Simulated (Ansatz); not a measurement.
Ge(NCS)H3 (CH3GeNS). Total charge 0; triplet. Geometry PBE-D4/def2-SVP, that of the neutral singlet; atoms count from 1.

```csv
atom,x (Å),y (Å),z (Å)
Ge1,-0.708,0.408,-0.827
N2,0.403,-0.255,0.470
C3,1.141,-0.663,1.332
S4,2.113,-1.205,2.466
H5,-1.567,1.513,-0.168
H6,-1.574,-0.771,-1.326
H7,0.192,0.974,-1.949
```

At PBE0-D4/def2-TZVP a singlet of charge 0 lies 4.44 eV below the triplet at the same geometry.

Estimate the Mulliken populations from the PBE0/def2-TZVP orbitals of Ansatz.


```tsv
atom	charge (e)	spin (α − β)
Ge1	0.19	0.01
N2	-0.22	0.53
C3	-0.01	0.46
S4	-0.02	0.92
H5	0.01	0.06
H6	0.02	0.00
H7	0.02	0.03
```
Mulliken values depend strongly on the basis.

Where does the spin sit?

Summed by element: Ge 0.01, N 0.53, C 0.46, S 0.92, H 0.08, of 2 unpaired in all. Largest on single atoms: S4 0.92, N2 0.53, C3 0.46.

And the Mayer bond orders between heavy atoms (over 0.3)?

Ge1–N2 0.99 (1.83 Å); N2–C3 1.82 (1.21 Å); C3–S4 1.65 (1.59 Å).
